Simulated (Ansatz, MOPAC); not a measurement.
Species: SiNH2F3, net charge 0, singlet state. SMILES: N[Si](F)(F)F

Atoms: N1, Si2, F3, F4, F5, H6, H7. Bonds: N1-Si2, N1-H6, N1-H7, Si2-F3, Si2-F4, Si2-F5.

Bond lengths (Å) and angles (degrees) optimised at AM1 with MOPAC; HF/STO-3G with Ansatz (an electronic-structure program); PBE/6-31G* with Ansatz; B3LYP/6-31G* with Ansatz, each started from the B3LYP-D3(BJ)/def2-TZVP structure (Ansatz) of the last column. A row stands for all coordinates that are equal there; 7 of 10 kinds are shown. 6-31G* holds six Cartesian d functions. No wavenumbers were computed at HF/STO-3G, PBE/6-31G*, so these may be saddle points.

| coordinate | AM1 | HF/STO-3G | PBE/6-31G* | B3LYP/6-31G* | B3LYP-D3(BJ)/def2-TZVP |
|---|---|---|---|---|---|
| N1-Si2 | 1.686 | 1.684 | 1.701 | 1.689 | 1.675 |
| N1-H6 | 0.985 | 1.012 | 1.019 | 1.011 | 1.006 |
| Si2-F3 | 1.613 | 1.590 | 1.609 | 1.596 | 1.584 |
| Si2-F4 | 1.613 | 1.590 | 1.602 | 1.590 | 1.580 |
| N1-Si2-F3 | 114.2 | 113.8 | 116.6 | 116.1 | 115.8 |
| N1-Si2-F4 | 112.5 | 109.9 | 108.9 | 109.2 | 109.6 |
| F3-Si2-F4 | 104.5 | 106.9 | 106.0 | 105.9 | 105.7 |

Mean signed difference of all 6 bond lengths from B3LYP-D3(BJ)/def2-TZVP: AM1 0.011 Å, HF/STO-3G 0.008 Å, PBE/6-31G* 0.020 Å, B3LYP/6-31G* 0.009 Å.
